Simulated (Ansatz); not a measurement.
CHClGaNO, SMILES `O=C=[N][GaH][Cl]`, charge 0, multiplicity 1.

Question: Give a relaxed structure at PBE0-D4/def2-TZVP (the Gaussian-basis code of Ansatz). (An estimate is asked.)

Answer: The calculation gave: 
```xyz
6

O    -0.3974    1.9737   -1.9403
C    -0.2609    0.9714   -1.3656
N    -0.1285   -0.1015   -0.8372
Ga    0.1644   -0.8873    0.7827
Cl    0.3645    0.4601    2.4225
H     0.2578   -2.4164    0.9379
```
Point group Cs.
